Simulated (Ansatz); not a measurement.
Pulling on the Si3–H4 bond in H4PbSi (SMILES [SiH3][PbH]) (multiplicity 1 held, fragments rigid). Energies count from the point at 1.489 Å.
Geometry at that point (charge 0, multiplicity 1):
```xyz
6

Pb     0.0126     0.3548     0.3307
H     -0.4305     1.4750    -1.0801
Si    -0.0332    -1.7270    -1.4655
H      0.9531    -1.4987    -2.5576
H     -1.3757    -1.8428    -2.0994
H      0.2809    -3.0511    -0.8638
```

R- and RO- levels are restricted; in cc, def2 and unpolarised 6-31G sets they are followed outwards from rest. U- levels take the lowest unrestricted solution at each point, which mixes spins at long bonds. Active spaces are followed from a long bond inwards. Levels need not reach the same state.

Correlated levels freeze the cores. Filled d and f shells under p-block atoms count as core.

Programs: Ansatz (Gaussian orbitals).  In def2 rows elements past Kr take small-core potentials, without spin–orbit coupling.

Problem. Give the energy at R = 4.765 Å at the level U-MP2/def2-TZVPP.

Solution. 3.68 eV

Problem. Estimate the energy at R = 4.765 Å that FIC-MRCISD+Q on CASSCF(2,2)/def2-TZVPP returns for this input.

Solution. 3.76 eV

Problem. Give the energy at R = 4.765 Å at the level R-SCS-MP2/def2-TZVPP.

Solution. 4.94 eV

Doubts at one or more of the structures used: a spin-contaminated determinant (U-MP2/def2-TZVPP); a restricted determinant that unrestricted orbitals would lower (R-SCS-MP2/def2-TZVPP).

Ansatz is a first-principles code.
